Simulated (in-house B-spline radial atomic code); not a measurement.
Settings and results of a run for In⁻. Method: scalar-relativistic (X2C) BHandHLYP, spin-polarised, spherical fractional occupations, exact exchange averaged over the configuration, Fermi nucleus of rms radius 4.6156 fm. Calculated with an all-electron radial atomic-structure program (B-spline basis).

Command:
```bash
python run_scf.py task.json out
```
Settings (nuclear radius in fm, mass in u):
```
Z                49
configuration    [Kr] 4d10 5s2 5p2
hamiltonian      x2c
method           bhandhlyp
spin_polarised   True
nucleus          fermi
rms_radius       4.6156
atomic_mass      114.90388
speed_of_light   137.035999084
exact_exchange   averaged over the configuration
```

Output (hartree, bohr):
```
 radial grid: 77 intervals, B-splines of order 8, outer radius 50 bohr

 iter        energy (Eh)    residual
    1       -5879.685832    4.72e-01
    2       -5879.889433    1.61e-01
    3       -5880.800035    2.05e-02
    4       -5880.976958    1.69e-02
    5       -5880.775100    2.66e-02
    6       -5880.993191    7.73e-03
    7       -5881.000651    3.03e-03
    8       -5881.003465    1.20e-03
    9       -5881.003537    2.14e-04
   10       -5881.003534    5.44e-04
   11       -5881.003567    2.19e-04
   12       -5881.003573    3.53e-05
   13       -5881.003573    1.17e-05
   14       -5881.003573    1.21e-06
   15       -5881.003573    1.14e-07

 total energy                     -5881.00357
 kinetic                            6180.0038
 electron-nucleus                 -14282.8942
 Hartree                            2383.2468
 exact exchange                      -79.3100
 exchange-correlation                -82.0500

 orbital      occ     eigenvalue          <r>       <r^2>       <1/r>       r_max
 1s up      1.000     -1024.9329     0.029139   0.0011592     54.1273     0.01854
 1s down    1.000     -1024.9321     0.029139   0.0011592     54.1273     0.01854
 2s up      1.000      -154.9925      0.12793   0.0193629     12.2658      0.1084
 2s down    1.000      -154.9924      0.12793   0.0193628     12.2658      0.1084
 2p up      3.000      -139.0541     0.111918   0.0153108     11.4284     0.08665
 2p down    3.000      -139.0536     0.111918   0.0153109     11.4283     0.08665
 3s up      1.000       -29.9900     0.347497    0.138203     4.28682      0.3152
 3s down    1.000       -29.9893     0.347496    0.138201      4.2868      0.3152
 3p up      3.000       -24.6931     0.346161    0.139153     4.00961      0.3086
 3p down    3.000       -24.6920     0.346167    0.139158     4.00953      0.3086
 3d up      5.000       -16.4422     0.323838    0.124528     3.75705      0.2583
 3d down    5.000       -16.4419     0.323833    0.124523      3.7571      0.2583
 4s up      1.000        -4.6780     0.850198    0.818184     1.64049      0.7705
 4s down    1.000        -4.6764     0.850275    0.818286     1.64022      0.7706
 4p up      3.000        -3.0527     0.924186    0.977294      1.4709      0.8167
 4p down    3.000        -3.0509     0.924241    0.977232     1.47058      0.8169
 4d up      5.000        -0.6754      1.17913     1.66799      1.1354      0.9319
 4d down    5.000        -0.6729      1.17346      1.6473     1.13895      0.9315
 5s up      1.000        -0.2100       2.7693     8.95113    0.467029       2.218
 5s down    1.000        -0.1677      2.72235     8.61775    0.475376       2.192
 5p up      2.000         0.0127       5.2447     42.2683    0.277216       3.108

 Slater integrals (Eh)
   F0(5s up,5s up)               0.327569
   F0(5s up,5s down)             0.330201
   F0(5s up,5p up)               0.233852
   G1(5s up,5p up)               0.126142
   F0(5s down,5s down)           0.332895
   F0(5s down,5p up)             0.234926
   F0(5p up,5p up)               0.186161
   F2(5p up,5p up)               0.087494
```

Time taken, with all properties: 1.3 s on 1 thread of Arm Neoverse N1 (shared host).

5p up has a positive eigenvalue: unbound, held by the box.

One-electron X2C: radii and densities carry no picture-change correction, so inner-shell <1/r> comes out high (for 1s by about 2 % at Z = 33, 5 % at 54, 10 % at 75, 30 % at 118) and <r> low.
